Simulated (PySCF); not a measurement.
# Orbital picture of TeS

r²SCAN at R = 2.256 Å; Te def2-SVPD with ECP28, S def2-SVPD; scalar-relativistic core potentials (PySCF 2.14). State: ³Σ⁻ (triplet), unpaired electrons π ↑↑. Only the outer orbitals are listed, counted within each symmetry, core potentials removing the inner ones.

```csv
spin,orbital,occ.,ε (eV),on Te (%),main shells (%)
α,7σ,1,-19.68,29,"66 S s, 28 Te s"
α,8σ,1,-15.62,63,"59 Te s, 32 S s"
α,9σ,1,-9.32,44,"54 S p, 36 Te p"
α,4π,1,-8.46,42,"57 S p, 42 Te p"
α,4π,1,-8.46,42,"57 S p, 42 Te p"
α,5π,1,-5.98,58,"57 Te p, 42 S p"
α,5π,1,-5.98,58,"57 Te p, 42 S p"
α,10σ,0,-2.15,67,"57 Te p, 34 S p, 8 Te d"
α,11σ,0,0.52,102,96 Te s
β,7σ,1,-18.96,33,"61 S s, 29 Te s"
β,8σ,1,-14.43,61,"59 Te s, 35 S s"
β,9σ,1,-8.81,45,"52 S p, 36 Te p"
β,4π,1,-7.45,39,"58 S p, 38 Te p"
β,4π,1,-7.45,39,"58 S p, 38 Te p"
β,5π,0,-4.45,59,"57 Te p, 40 S p"
β,5π,0,-4.45,59,"57 Te p, 40 S p"
β,10σ,0,-1.54,68,"56 Te p, 32 S p, 10 Te d"
```

Which are the highest filled and the lowest empty level, where do they sit, and how wide is the gap?

Highest filled α 5π at -5.98 eV (in %: 57 Te p, 42 S p); lowest empty β 5π at -4.45 eV (in %: 57 Te p, 40 S p); the gap at r²SCAN is 1.53 eV. Both belong to one degenerate shell, split only by its one-sided filling, so this is no excitation gap.

| Quantity | Value |
| --- | --- |
| bond order (Mayer) | 1.94 |
| ⟨S²⟩ | 2.008 |
| charge on Te (Mulliken, basis-dependent) | 0.46 |
| charge on Te (Löwdin, basis-dependent) | 0.35 |
| dipole moment (positive dipole means Te(−)S(+)) | -1.69 D |

Shares are Mulliken populations and can fall outside 0 to 100 %.

Spin–orbit coupling is left out. The state is the lowest determinant that a PBE0 search found; another state may lie lower at other levels.
